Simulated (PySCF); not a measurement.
C₃H₆FNSi. Atoms are numbered in the order given.

```xyz
12

F     -0.5457     1.8820     0.6172
C     -0.7862     0.5946     0.4717
C     -1.7036    -0.2884     0.9101
C     -0.9364    -1.3418     0.1182
N     -0.0039    -0.2434    -0.3184
Si     1.6814    -0.2812    -0.7836
H     -2.6192    -0.2706     1.4898
H     -1.4605    -1.7946    -0.7383
H     -0.4262    -2.1174     0.7126
H      2.6310    -0.4842     0.3560
H      1.8188    -1.4244    -1.7265
H      2.0111     1.0072    -1.4496
```
Charge 0, spin multiplicity 1.

The structure is a stationary point at B3LYP-D3(BJ)/def2-SVP. This is a generated structure with no PubChem entry under its InChIKey; it may be hypothetical.

These are B3LYP/pcSseg-1 (PySCF) values and carry that method's errors.

GIAO shieldings, no solvent; atoms listed in one row are averaged. δ = σ(ref) − σ: ¹⁹F against CFCl3 (σ = 161.7 ppm); ¹³C against TMS (σ = 181.3 ppm); ¹⁵N against NH3 (σ = 265.5 ppm); ²⁹Si against TMS (σ = 338.7 ppm); ¹H against TMS (σ = 31.68 ppm), references at their B3LYP-D3(BJ)/def2-TZVP geometries, non-relativistic.

Computed chemical shifts:
| nucleus | atoms | count | δ (ppm) |
|---|---|---|---|
| ¹⁹F | F1 | 1 | -83.9 |
| ¹³C | C2 | 1 | 160.6 |
| ¹³C | C3 | 1 | 80.5 |
| ¹³C | C4 | 1 | 51.0 |
| ¹⁵N | N5 | 1 | 95.5 |
| ²⁹Si | Si6 | 1 | -65.9 |
| ¹H | H10, H11, H12 | 3 | 4.85 |
| ¹H | H7 | 1 | 4.54 |
| ¹H | H8 | 1 | 3.92 |
| ¹H | H9 | 1 | 3.77 |
